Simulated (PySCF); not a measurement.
Compound: C8H8P2.
Cartesian coordinates in Å at the PBE0-D3(BJ)/def2-SVP level; atoms count from 1:
```
atom  x, y, z in Å
C1     4.7932   -0.0967   -0.2527
C2     3.5852   -0.1991   -0.1577
C3     2.1733   -0.3198   -0.0460
P4     1.5685   -1.9042    0.3869
C5    -0.1437   -1.6756    0.4281
C6    -0.9356   -0.5472    0.1912
C7    -2.4289   -0.6933    0.3137
C8    -0.4097    0.7145   -0.1537
C9    -1.3554    1.8629   -0.3851
P10    1.2671    1.1425   -0.3578
H11    5.8609   -0.0128   -0.3350
H12   -0.6873   -2.5920    0.6889
H13   -2.7108   -1.7208    0.5773
H14   -2.8337   -0.0188    1.0853
H15   -2.9351   -0.4308   -0.6290
H16   -0.8136    2.7854   -0.6398
H17   -2.0564    1.6471   -1.2083
H18   -1.9659    2.0684    0.5098
```

Computed with TDDFT wB97X-D/def2-SVPD, vertical, gas phase, core orbitals frozen in the response in PySCF 2.14.0, density-fitted response routines.

Transition dipole moments from the ground state, in atomic units and in the frame of the coordinates above (overall signs are arbitrary), for the states with f of 0.002 or more among the lowest 8:

| state | E (eV) | μx | μy | μz |
| --- | --- | --- | --- | --- |
| S1 | 3.866 | 0.122 | 0.118 | -0.037 |
| S3 | 4.209 | 1.126 | 0.180 | -0.110 |
| S4 | 4.297 | 0.018 | 0.098 | 0.395 |
| S5 | 4.838 | 1.774 | -0.078 | -0.083 |
| S7 | 4.908 | 0.231 | -1.444 | 0.348 |
| S8 | 5.334 | 0.011 | 0.052 | 0.210 |

(1) Work out the oscillator strengths.

(2) What is the point group, and which symmetry does each of these states have?

(3) What angle do the transition dipoles of S5 and S7 make?

(4) What peak molar absorption coefficient would the strongest computed level give as a lone Gaussian band 0.3 eV wide at half height?

## Answers

(1) f = (2/3) ΔE |μ|² with ΔE in hartree (27.2114 eV).

```
state  |μ|² (au)  |μ| (D)      f
   S1      0.030     0.44  0.003
   S3      1.312     2.91  0.135
   S4      0.166     1.03  0.017
   S5      3.160     4.52  0.374
   S7      2.260     3.82  0.272
   S8      0.047     0.55  0.006
```

(2) Cs. Polarised normal to the mirror plane, so A″: S4 and S8. Polarised in the mirror plane, so A′: S1, S3, S5 and S7.

(3) |cos θ| = |μa·μb| / (|μa| |μb|) = 0.18, so θ ≈ 79° (taken between 0 and 90°, since the signs are arbitrary).

(4) ε(max) = 2.175×10⁸ f / FWHM, with the width in cm⁻¹. S5: 2.175×10⁸ × 0.3745 / 2420 ≈ 34000 L mol⁻¹ cm⁻¹.

The vertical ionisation energy (ΔSCF) is 8.44 eV, 3.11 eV above S8.
